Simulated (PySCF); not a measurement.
# Potential energy of TlBi along the bond

Set-up: basis Tl def2-SVP with ECP60, Bi def2-SVP with ECP60; scalar-relativistic core potentials; PySCF 2.14. Energies in eV from Tl + Bi in their ground configurations at the same level. State: ³Σ⁻ (triplet), unpaired electrons π ↑↑.

Curves on a restricted Hartree–Fock reference rise too fast on stretching and do not dissociate correctly.

| R (Å) | ROHF-CCSD | ROHF |
| --- | --- | --- |
| 2.659 |  | 0.3084 |
| 2.783 | -0.726 | -0.0736 |
| 2.906 | -0.937 | -0.2885 |
| 2.999 | -1.017 | -0.3714 |
| 3.092 | -1.049 | -0.4052 |
| 3.185 | -1.044 | -0.4013 |
| 3.308 | -0.997 | -0.3532 |
| 3.463 | -0.895 | -0.2452 |
| 3.649 | -0.741 | -0.0724 |
| 3.896 |  | 0.1937 |

**Question.** Put a parabola through the three lowest points of the ROHF-CCSD curve and estimate Re, k and ωe (reduced mass 103.5 u; 1 eV/Å² = 0.16022 mdyn/Å; ωe = 1302.8·√(k/μ) cm⁻¹).

**Answer.** Through R = 2.999, 3.092, 3.185 Å the second-order coefficient is 2.14 eV/Å², so Re ≈ 3.126 Å, k ≈ 0.685 mdyn/Å and ωe ≈ 106 cm⁻¹. A polynomial fit of higher order to the unrounded ROHF-CCSD energies gives Re = 3.123 Å, k = 0.610 mdyn/Å, ωe = 100 cm⁻¹; anharmonicity and rounding make the difference.

The higher-order fit for each curve: ROHF-CCSD: Re = 3.123 Å, ωe = 100 cm⁻¹, De = 1.05 eV; ROHF: Re = 3.127 Å, ωe = 101 cm⁻¹, De = 0.408 eV.

Correlated steps freeze 8 core orbitals. Correlated levels converge slowly with the basis: in double zeta they bind strong bonds too weakly, by up to about 1 eV, and carry superposition errors of some tenths. These are scalar-relativistic numbers at best; spin–orbit coupling would shift them, the dissociation energy most. The state was picked by a PBE0 search and need not be the measured ground state.
